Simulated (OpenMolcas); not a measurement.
Ions of charge +2 along the 3d row on the Ca site of CaF2

```
Program             : OpenMolcas
Method              : SS-CASPT2, IPEA 0.25 Eh, imaginary shift 0.1 Eh
Spin-orbit coupling : state interaction with AMFI integrals over the reference wave functions
```

The d shell is active; CASPT2 correlates the ligand valence shells and the outer metal core. Each dopant is a cluster with its nearest anions in model potentials and point charges, with no relaxation. Distances were set from a Shannon-type radius of the metal (high-spin where two are listed) plus a fixed donor radius (F 1.31 Å), in hosts weighted 0.65 to 0.35 with the host's distance in the model lattice. Ligand basis ANO-RCC-VDZP, DKH2 Hamiltonian. States (labels of O, the rotations of Oh). Energies in cm-1 above the lowest state or level, χT in cm3 K/mol; under a threefold ground state the first gap can be a small split of the lowest multiplet, not the spin-orbit step; 10Dq is the gap between the two states; 10Dq is negative for this site. Spin-only χT is S(S+1) / 2 for the spin of the ground state.

| Ion | Shell | R (Å) | Metal basis | Ground state | First state of that spin | 10Dq | First gap with spin-orbit (degeneracies) | χT at 300 K | First state of another spin | Spin-only χT |
| --- | --- | --- | --- | --- | --- | --- | --- | --- | --- | --- |
| Ti2+ | 3d2 | 2.323 | ANO-RCC-VTZP | 3A2 | 3T2 6360 |  | 6300 (3, 1) | 1.018 | 1E 9190 | 1.000 |
| V2+ | 3d3 | 2.277 | ANO-RCC-VTZP | 4T1 | 4T2 4790 |  | 14 (4, 2) | 1.654 | 2E 8430 | 1.875 |
| Cr2+ | 3d4 | 2.284 | ANO-RCC-VTZP | 5T2 | 5E 5470 |  | 12 (1, 3) | 2.639 | 2S+1 = 3: 13270 | 3.000 |
| Fe2+ | 3d6 | 2.277 | ANO-RCC-VTZP | 5E | 5T2 4430 |  | 16 (1, 3) | 3.362 | 3T1 18300 | 3.000 |
| Co2+ | 3d7 | 2.264 | ANO-RCC-VTZP | 4A2 | 4T2 2860 |  | 2740 (4, 4) | 2.949 | 2E 17240 | 1.875 |
| Ni2+ | 3d8 | 2.212 | ANO-RCC-VTZP | 3T1 | 3T2 2600 |  | 370 (1, 3) | 2.591 | 1T2 12470 | 1.000 |
| Cu2+ | 3d9 | 2.238 | ANO-RCC-VTZP | 2T2 | 2E 3470 | -3465 | 930 (2, 4) | 0.823 |  | 0.375 |

Every ion keeps the highest spin of its shell. χT departs most from the spin-only value for Ni2+, by +1.591 cm3 K/mol.

Roots that are degenerate in the reference are averaged as groups; the widest CASPT2 spread within a group is 1700 cm-1 (the 6-fold group of multiplicity 3 near 22800 cm-1 above the lowest state of its run, Cr2+). Shifts and gaps below about the spread of the groups concerned are not significant. Over all roots computed the reference weight is 0.69 to 0.70 in Ti2+, 0.69 to 0.70 in V2+, 0.68 to 0.70 in Cr2+, 0.68 to 0.70 in Fe2+, 0.68 to 0.69 in Co2+, 0.68 to 0.69 in Ni2+, 0.69 in Cu2+; a low but even weight reflects the number of correlated electrons. Ligand-to-metal charge-transfer states are missing. Free-ion shares, where given, are those of the reference states; single-state CASPT2 does not remix them. These CASPT2 states fit no ligand-field parameters well, so their order and spin gaps are uncertain (holds for Ti2+; V2+; Cr2+; Fe2+; Co2+; Ni2+). With no ligand orbital active B as a rule stays too high, so bands that hang on it stand too high and its fall with covalency is understated (holds for Ti2+; V2+; Cr2+). With one d shell and no ligand orbital active, 10Dq can be off by tens of per cent for divalent 3d ions, low with halides held by bare charges and at times high in hosts (holds for Ti2+; V2+; Cr2+; Ni2+; Cu2+). An orbital triplet at a regular site is open to Jahn-Teller coupling, which can distort the site and quench the lowest spin-orbit gaps and is left out (holds for V2+; Cr2+; Ni2+; Cu2+). An orbital doublet at a regular site is open to a Jahn-Teller distortion, which this geometry leaves out (holds for Fe2+). A single d shell leaves out the double-shell effect, which counts most for late 3d ions, where the CASPT2 field can be off either way by tens of per cent (holds for Fe2+; Co2+; Ni2+; Cu2+). For late 3d ions with one d shell CASPT2 can put B and the spin-flip bands somewhat low as well as high (holds for Fe2+; Co2+; Ni2+). With one d shell and no ligand orbital active, 10Dq can be off by tens of per cent for divalent 3d ions, low with halides held by bare charges and at times high in hosts, and the orbital part of g and χT goes as 1/10Dq (holds for Fe2+; Co2+). A group larger than the point group allows holds several states that coincide in this model. No measured value stands beside these numbers; the geometry was set by hand and not optimised.

A state without a sure symmetry label is named by its multiplicity alone.
